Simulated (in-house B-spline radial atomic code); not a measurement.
## RPA and G0W0 on BHandHLYP: Gd3+

Configuration [Xe] 4f7, highest spin, mean-field start BHandHLYP. Computed with a B-spline radial code for spherical atoms: all electrons, scalar-relativistic (spin-free one-electron X2C), finite nucleus, each spin shell either full or empty, empty states to l = 9 with an (l + 1/2)⁻⁴ tail; G0W0 by contour deformation at full frequency.

Without the two-electron picture change, the correlation of inner shells comes somewhat too large for so heavy an element.

Command:
```bash
python run_gw.py task.json out
```
Settings (radii: box in bohr, nucleus in fm):
```
Z                        64
electrons                61
configuration            [Xe] 4f7
hamiltonian              x2c
method                   bhandhlyp
lmax                     9
rms_radius               5.1569
spin_polarised           True
box_radius               14.14
intervals                68
```

Cost of the run: 6.7 s on 1 thread of Arm Neoverse V2 (shared host).

Energies (hartree):

| term | value |
| --- | --- |
| mean-field total | -11269.37798 |
| Hartree-Fock functional on these orbitals | -11265.50761 |
| direct second order | -5.7489 |
| second-order exchange | 1.5297 |
| SOSEX correction | 1.4285 |

Task: What is the RPA correlation energy, and what remains with SOSEX?

Result: RPA gives -5.041 hartree (-2.25 eV per electron); RPA + SOSEX gives -3.6125, and the second-order doubles -4.2191 hartree (no singles). RPA lacks exchange-type terms and so overcorrelates at short range.

Quasi-particle levels (eV):

```csv
level,occupied,mean field,Σx - vxc,Σc,QP weight,G0W0
4f up,yes,-41.86,-6.10,?,?,?
5p down,yes,-53.90,-2.49,-1.03,0.954,-57.42
5p up,yes,-56.48,-3.26,-0.30,0.942,-60.04
5d up,no,-22.526,3.32,-1.36,0.972,-20.564
```

G0W0 = mean field + (Σx - vxc) + Σc, with Σc (partial-wave tail included) taken at the quasi-particle energy. Only the outer levels were computed. Levels of low weight are left out.

Task: Where does G0W0 put 4f up?

Result: At -45.30 eV, with Σc = 2.66 eV and a quasi-particle weight of 0.925. The tabulated removal energy is 44.44 ± 0.08 eV (NIST, semi-empirical); the calculation leaves out spin-orbit coupling, Breit and QED terms, and what these don't explain is the method's own error.
